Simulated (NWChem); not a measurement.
## Total energies of Cl2 (-1)

```
Cl
Cl 1 2.6533
```
Charge -1, spin multiplicity 2.

The numbers come from NWChem runs, not from measurements. Structure: optimised with UPBE0/def2-SVP, a minimum by its harmonic frequencies.

Basis set: aug-cc-pVDZ (54 functions).

```csv
method,total energy (Ha),relative cost
UHF,-919.05816,1
UMP2,-919.35936,under 3
UB2PLYP,-920.19355,under 3
UPBE,-920.10546,under 3
UB3LYP,-920.51548,under 3
UPBE0,-920.17515,under 3
```

Total energies of different functionals aren't comparable as a measure of quality: only differences taken within one method are. Costs are rough ratios of processor time within this set of runs, SCF included, with UHF as 1.

The correlated methods keep 10 core orbitals frozen. B3LYP has NWChem's definition, with VWN1-RPA local correlation. The structure started from a generated list of species. The unpaired electrons of the parent sit in orbitals of symmetry b1u (D2h labels of the run); other states weren't searched. The anion's geometry comes from a basis without diffuse functions. The stability of the SCF solutions was not checked. Open-shell Hartree-Fock references start from PBE0 orbitals; any time given for them includes that run.
